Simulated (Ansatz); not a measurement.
Consider the formal exchange of groups at the Si–H bond: `B[SiH2]B` + `F[C]F` → `B[SiH](B)F` + `[CH]F`.

Isolated molecules relaxed with PBE0-D4/def2-TZVP in Ansatz; ΔE leaves out vibrations. CCSD(T)/CBS is the MP2 limit (def2-TZVPP, def2-QZVPP) plus CCSD(T) − MP2 in def2-TZVPP, frozen cores. This one scheme is used for every species. DFT in def2-TZVPP.

`B[SiH2]B`:

Cartesian coordinates in Å:
```
B 1.200 -1.037 0.269
Si 0.001 0.138 -0.834
B -1.202 0.894 0.585
H 2.193 -0.600 0.770
H 0.907 -2.173 0.496
H -0.764 -0.649 -1.843
H 0.772 1.210 -1.526
H -0.902 1.888 1.178
H -2.205 0.329 0.905
```

`F[C]F`:

```xyz
3

F    -0.232    0.788   -0.669
C    -0.467   -0.146    0.198
F     0.699   -0.642    0.471
```

`B[SiH](B)F`:

Z-matrix (Å, degrees):
```
Si
B 1 2.000
F 1 1.612 2 113.1
B 1 2.000 2 108.9 3 126.7
H 1 1.497 2 107.3 3 -117.5
H 2 1.195 1 123.4 3 -8.0
H 2 1.196 1 118.3 3 173.2
H 4 1.195 1 123.4 2 -118.7
H 4 1.196 1 118.3 2 60.1
```

`[CH]F`:

```xyz
3

C     0.448   -0.242   -0.011
F    -0.345    0.229   -0.927
H    -0.103    0.013    0.938
```

```
     species  BLYP energy (Eh)
  `B[SiH2]B`        -342.69307
     `F[C]F`        -237.78893
`B[SiH](B)F`        -442.04548
     `[CH]F`        -138.44960
```

(1) Work out ΔE.

Largest T1 diagnostic among the species: 0.018.

Results:

(1) ΔE = (-442.04548) + (-138.44960) − (-342.69307) − (-237.78893) = -0.01308 Eh = -0.36 eV. CCSD(T)/CBS gives -0.49 eV.

At CCSD(T), def2-SVP lies +0.37 eV from the extrapolated value and def2-TZVPP +0.08 eV. In def2-TZVPP, CCSD(T) changes the Hartree–Fock value by +0.21 eV (the triples alone add +0.06 eV) and MP2 by +0.20 eV. From BLYP to BHLYP (50 % exact exchange), in def2-TZVPP and without D4, ΔE moves by −0.16 eV.
